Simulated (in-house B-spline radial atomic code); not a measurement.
Checks on a self-consistent run for Pb IV (Pb3+), [Xe] (4f5/2)6 (4f7/2)7 5d10 6s1 (8d5/2)1. Method: Dirac-Hartree-Fock, average of the jj configuration, Fermi nucleus of rms radius 5.5012 fm. Calculated with a radial B-spline atomic code at the basis-set limit.

```json
{"orbital": "1s1/2", "q": "2", "ε (Eh)": "-3258.02314", "<1/r>": "101.241", "<r²>": "0.000357428", "small-component weight": "0.097815"}
{"orbital": "2s1/2", "q": "2", "ε (Eh)": "-590.07245", "<1/r>": "25.0488", "<r²>": "0.00536201", "small-component weight": "0.022583"}
{"orbital": "2p1/2", "q": "2", "ε (Eh)": "-565.66348", "<1/r>": "24.959", "<r²>": "0.00378535", "small-component weight": "0.022633"}
{"orbital": "2p3/2", "q": "4", "ε (Eh)": "-485.08537", "<1/r>": "19.9535", "<r²>": "0.00496358", "small-component weight": "0.019921"}
{"orbital": "3s1/2", "q": "2", "ε (Eh)": "-146.01634", "<1/r>": "9.19891", "<r²>": "0.0346609", "small-component weight": "0.0076171"}
{"orbital": "3p1/2", "q": "2", "ε (Eh)": "-135.07355", "<1/r>": "9.09549", "<r²>": "0.0315871", "small-component weight": "0.0075464"}
{"orbital": "3p3/2", "q": "4", "ε (Eh)": "-116.84490", "<1/r>": "7.79379", "<r²>": "0.0378587", "small-component weight": "0.0067723"}
{"orbital": "3d3/2", "q": "4", "ε (Eh)": "-99.08232", "<1/r>": "7.67228", "<r²>": "0.0289854", "small-component weight": "0.0066252"}
{"orbital": "3d5/2", "q": "6", "ε (Eh)": "-95.20458", "<1/r>": "7.38376", "<r²>": "0.0306646", "small-component weight": "0.006419"}
{"orbital": "4s1/2", "q": "2", "ε (Eh)": "-36.12683", "<1/r>": "3.90003", "<r²>": "0.165587", "small-component weight": "0.0026115"}
{"orbital": "4p1/2", "q": "2", "ε (Eh)": "-31.36909", "<1/r>": "3.7899", "<r²>": "0.168151", "small-component weight": "0.0025168"}
{"orbital": "4p3/2", "q": "4", "ε (Eh)": "-26.78367", "<1/r>": "3.35907", "<r²>": "0.197429", "small-component weight": "0.0022439"}
{"orbital": "4d3/2", "q": "4", "ε (Eh)": "-19.04206", "<1/r>": "3.16281", "<r²>": "0.204582", "small-component weight": "0.0020412"}
{"orbital": "4d5/2", "q": "6", "ε (Eh)": "-18.10263", "<1/r>": "3.05988", "<r²>": "0.214925", "small-component weight": "0.0019618"}
{"orbital": "4f5/2", "q": "6", "ε (Eh)": "-8.05172", "<1/r>": "2.73057", "<r²>": "0.232216", "small-component weight": "0.0016058"}
{"orbital": "4f7/2", "q": "7", "ε (Eh)": "-7.83031", "<1/r>": "2.69159", "<r²>": "0.238492", "small-component weight": "0.0015739"}
{"orbital": "5s1/2", "q": "2", "ε (Eh)": "-7.91126", "<1/r>": "1.60926", "<r²>": "0.814527", "small-component weight": "0.00068652"}
{"orbital": "5p1/2", "q": "2", "ε (Eh)": "-6.18234", "<1/r>": "1.4964", "<r²>": "0.92495", "small-component weight": "0.0006098"}
{"orbital": "5p3/2", "q": "4", "ε (Eh)": "-5.29044", "<1/r>": "1.34343", "<r²>": "1.09602", "small-component weight": "0.00052513"}
{"orbital": "5d3/2", "q": "4", "ε (Eh)": "-2.74072", "<1/r>": "1.10094", "<r²>": "1.60454", "small-component weight": "0.00036778"}
{"orbital": "5d5/2", "q": "6", "ε (Eh)": "-2.62115", "<1/r>": "1.0609", "<r²>": "1.71015", "small-component weight": "0.00034465"}
{"orbital": "6s1/2", "q": "1", "ε (Eh)": "-1.86277", "<1/r>": "0.641617", "<r²>": "4.52481", "small-component weight": "0.00014122"}
{"orbital": "8d5/2", "q": "1", "ε (Eh)": "-0.27068", "<1/r>": "0.128744", "<r²>": "122.41", "small-component weight": "1.1558e-05"}
```

Electron-electron repulsion V_ee = 7532.6016 hartree.

**Question.** What total energy follows from the eigenvalues?

**Answer.** The eigenvalues count the repulsion twice, so E = Σqε - V_ee = -13373.181 - 7532.602 = -20905.783 hartree; the run printed -20905.783.

**Question.** Does the Dirac virial theorem hold?

**Answer.** For a point nucleus E = -2c²Σq·w, with w the small-component weight. Here Σq·w = 0.55638 and c = 137.0360, so the ratio E/(-2c²Σq·w) is 1.000447; the finite nucleus accounts for the departure from 1.

**Question.** What diamagnetic shielding (Lamb formula) and susceptibility (Langevin formula) do the radii give?

**Answer.** σ = (α²/3)Σq<1/r> = 643.243/(3·137.036²) = 11418 ppm, and χ = -0.79199×10⁻⁶·Σq<r²> = -125.7×10⁻⁶ cm³/mol with Σq<r²> = 158.73 bohr². Both are non-relativistic formulas without the paramagnetism of open shells; for so heavy an element the full relativistic shielding is larger by tens of per cent.
